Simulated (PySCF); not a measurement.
A structure optimised at PBE-D3(BJ)/def2-SVP, used in a PySCF frequency run:

```
Sn
F 1 1.9815
N 1 2.0529 2 109.00
H 3 1.0300 1 109.85 2 15.37
H 3 1.0303 4 106.51 1 117.72
N 1 2.0529 2 109.00 4 -125.69
H 6 1.0300 1 109.85 2 15.37
H 6 1.0303 7 106.51 1 117.72
N 1 2.0529 2 109.00 4 114.31
H 9 1.0300 1 109.85 2 15.37
H 9 1.0303 10 106.51 1 117.72
```
Charge 0, spin multiplicity 1.

Task: Write its SMILES, formula and point group.

Result: [NH2][Sn]([NH2])([NH2])[F], FH6N3Sn, C3

Task: What are its rotational constants (standard atomic weights)?

Result: 2.6072, 2.6072, 2.5791 GHz
